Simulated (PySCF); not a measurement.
## EuOF at several levels of theory

Computed with PySCF 2.14.0 (density fitting, no spin-orbit coupling) at the geometry relaxed with PBE0:

```xyz
3
EuOF (singlet in the valence; each metal's 4f electrons, 6 of them, lie in its core potential, out of spins and levels)
Eu    0.0363    0.0000   -0.3500
O     1.5439    0.0000    0.7150
F    -1.6784    0.0000    0.7977
```

```tsv
level	basis	state	HOMO (eV)	gap (eV)	charge on Eu1 (e)	population of f-type functions on Eu1 (polarisation alone where 4f lies in the core)	dipole about the centre of mass (D)	largest force component (eV/Å)
PBE0	Eu lcecp-1-SVP with ECP52, O def2-SVP, F def2-SVP	singlet	-6.63	4.42	0.90	0.11	7.56	0.00
M06-L	the same	singlet	-5.19	3.23	0.98	0.10	7.43	0.50
BP86	the same	singlet	-5.30	2.61	0.75	0.10	6.94	0.77
```

In the lcecp rows the 4f levels are missing from HOMO and gap, and the state counts the valence alone.

Charges are Mulliken's, which hang on the basis. The relaxation used the grid (50, 194), these runs (75, 302) or, all-electron (x2c bases, spin-free X2C Hamiltonian), (99, 590).

(1) What does PBE0 with Eu lcecp-1-TZVP with ECP52, O def2-TZVP, F def2-TZVP give here?

An lcecp potential fixes the number of 4f electrons, so in runs with it no electron can move into or out of that shell.

Answers

(1) state singlet, HOMO (eV) -6.63, gap (eV) 4.43, charge on Eu1 (e) 1.28, population of f-type functions on Eu1 (polarisation alone where 4f lies in the core) 0.10, dipole about the centre of mass (D) 7.81, largest force component (eV/Å) 0.24. Time: 4.2 s on 2 threads of Arm Neoverse V2, on a shared host, from free ions and atoms.
